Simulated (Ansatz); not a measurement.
Reaction (SMILES): O[Si](O)(O)Cl → [O][Si](O)(O)Cl + H atom (the H-O bond at the site shown breaks; other sites are not compared here)
Structures are relaxed separately at B3LYP-D3(BJ)/def2-TZVP in Ansatz (an electronic-structure program), one conformer each, not searched for the lowest.

Wanted: bond dissociation energy (electronic energy difference), in eV. Correlated levels leave the core frozen unless marked. Open shells are spin-unrestricted. No spin-orbit coupling. No relativistic terms. Basis-set limits of correlation are two-point, X^-3; Hartree-Fock from the larger set. [CCSD(T)-MP2]/basis is that difference in the basis named.

Level to compare with: RI-MP2/CBS(cc-pV(T+d)Z,cc-pV(Q+d)Z)+[CCSD(T)-MP2]/cc-pV(T+d)Z (Ansatz), 5.65 eV. It is a level with limits of its own, and the differences hold the functionals' basis error too.

Q: Rank these functionals by how close they come to RI-MP2/CBS(cc-pV(T+d)Z,cc-pV(Q+d)Z)+[CCSD(T)-MP2]/cc-pV(T+d)Z, closest first: PBE/def2-TZVPD (Ansatz); r2SCAN0/def2-TZVPD (Ansatz); LC-wPBE/def2-TZVPD (Ansatz).

A: LC-wPBE/def2-TZVPD (range-separated hybrid, 5.41 eV, difference -0.24), r2SCAN0/def2-TZVPD (hybrid meta-GGA, 5.29 eV, difference -0.36), PBE/def2-TZVPD (GGA, 5.24 eV, difference -0.41)
